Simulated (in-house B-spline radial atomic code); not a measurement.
# How G0W0 and RPA depend on the start: the chlorine ion Cl⁵⁺

Configuration [Ne] 3s2. Computed with a B-spline radial code for spherical atoms: all electrons, scalar-relativistic (spin-free one-electron X2C), finite nucleus, each spin shell either full or empty, empty states to l = 9 with an (l + 1/2)⁻⁴ tail; G0W0 by contour deformation at full frequency.

```
            start  mean-field 3s (eV)  G0W0 (eV)  QP weight  RPA correlation (Eh)
     Hartree-Fock              -95.16     -97.08      0.976              -0.68368
         LDA VWN5              -89.54     -97.55      0.955              -0.77264
              PBE              -89.41     -97.49      0.955              -0.77096
             PBE0              -91.11     -97.38      0.962              -0.74435
           r2SCAN              -89.65     -97.47      0.958              -0.75736
            HSE06              -90.75     -97.40      0.961              -0.74785
  B3LYP (VWN-RPA)              -90.95     -97.40      0.960              -0.74993
             SCAN              -89.71     -97.47      0.958              -0.75724
             TPSS              -89.49          ?          ?                     ?
        BHandHLYP              -92.79     -97.26      0.967              -0.72201
        CAM-B3LYP              -92.83     -97.31      0.966              -0.73567
          LC-wPBE              -94.44     -97.26      0.970              -0.73211
            wB97X              -93.87     -97.24      0.970               -0.7292
           PBEsol              -89.32          ?          ?                     ?
             BLYP              -89.42     -97.49      0.955              -0.77157
          r2SCAN0              -91.27     -97.36      0.964              -0.73569
LDA exchange-only              -87.95     -97.52      0.956              -0.77216
```

**Question.** What G0W0 level, weight and RPA correlation energy follow from the PBEsol start?

**Answer.** G0W0 level -97.52 eV, weight 0.955, RPA correlation -0.77128 hartree.

**Question.** What G0W0 level, weight and RPA correlation energy follow from the TPSS start?

**Answer.** G0W0 level -97.48 eV, weight 0.956, RPA correlation -0.76599 hartree.

**Question.** How much of the dependence on the start does G0W0 remove?

**Answer.** The mean-field levels span 7.21 eV and the G0W0 levels 0.472 eV. Against 96.94 ± 0.04 eV (NIST, semi-empirical) the G0W0 removal energies are off by +0.14 to +0.61 eV, with spin-orbit coupling, Breit and QED terms left out.
